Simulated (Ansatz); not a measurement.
The cluster Al3Ga⁻, relaxed as a doublet with UKS PBE0-D4/def2-SVPD in Ansatz, starting from the GFN1-xTB geometry. Force threshold 0.02 eV/Å.

The structure comes from a short search, and lower isomers may exist.

Start:

```xyz
4

Al   -0.202   -0.053   -0.156
Al    0.031   -0.133    0.222
Al    0.171    0.186   -0.066
Ga    0.000    0.000    0.000
```

Task: Estimate the energy that the relaxation releases and the steps that it takes.

Result: 380285.2 kcal/mol, in 25 steps; 3.6 min on 2 threads of Arm Neoverse V2 on a shared host. No frequencies were taken in this run, so the end may be a saddle point.

Task: Does the start keep its bonding and symmetry?

Result: Bonds lost: Al1–Al3, Al2–Ga4 (atoms count from 1). Point group D3h at the start, C2v at the end, both within 0.05 Å.

Task: Predict the relaxed structure.

Result: 
```xyz
4

Al   -1.6666   -1.0387   -0.4035
Al    0.7988   -1.3266    0.2059
Al    1.6429    1.0784    0.3968
Ga   -0.7751    1.2870   -0.1992
```
Bond lengths (bridged metal pairs left out): 2 × Al–Al 2.56 Å; 2 × Al–Ga 2.50 Å.
